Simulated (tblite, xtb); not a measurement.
C₆H₁₅In, charge -1, doublet, geometry from GFN2-xTB (such geometries of metal compounds can be far from the true shape) (a state made from the parent by changing its charge; the spin is typed, not shown lowest). Base run: xtb with GFN1-xTB.

xtb was given this input:
```
$ xtb mol.xyz --gfn 1 --chrg -1 --uhf 1 --json

# file mol.xyz
22

In    -0.07065868    -0.28255399    -0.43064469
C      2.28940454     0.15842721    -0.18963496
C      2.71834829     1.55700315    -0.60648389
H      2.90729361    -0.58386541    -0.71491892
H      2.48479337     0.02461255     0.88335342
H      2.12744309     2.30561492    -0.07743282
H      2.56420246     1.70635547    -1.67748929
H      3.78033568     1.76030890    -0.39449065
C     -0.36752150    -2.08962174     1.13625163
C     -1.80343851    -2.55773686     1.32155823
H      0.00756375    -1.69192851     2.08945133
H      0.26706537    -2.95133516     0.88573584
H     -2.18829143    -3.00032944     0.40003292
H     -2.44577339    -1.71401750     1.57837936
H     -1.90896480    -3.31084094     2.11852524
C     -1.09562746     1.56104711     0.74096650
C     -1.32741696     2.83539273    -0.05857603
H     -0.41164016     1.77491073     1.57412573
H     -2.04540831     1.23932357     1.19057397
H     -2.03842336     2.65916383    -0.86887141
H     -0.39449223     3.18192927    -0.50606841
H     -1.72591875     3.65817345     0.55619506
```

Programs used: tblite, xtb; a row that names a program was run with it.

Each row names what was changed in the base input (with any setting that the change needs).

| change | ΔE vs base (kcal/mol) | G_solv (kcal/mol) | SCF cycles |
|---|---|---|---|
| base | 0.000 | - | 10 |
| program = tblite; method = gfn1; option = (--etemp, 2000) | -0.039 | - | - |
| acc = 1000 | 0.001 | - | 6 |
| alpb = dmso | -44.87 | -45.16 | 10 |
| alpb = water | -38.68 | -39.09 | 10 |
| etemp = 1000 | 0.000 | - | 10 |
| program = tblite; method = gfn1; option = --spin-polarized | -1.61 | - | - |
| acc = 0.1 | 0.000 | - | 11 |
| program = tblite; method = gfn1; option = --grad | 0.000 | - | - |
| alpb = toluene | -33.74 | -33.85 | 10 |

ALPB and GBSA are two models with their own fitted parameters for each solvent, which aren't always the measured dielectric constant.
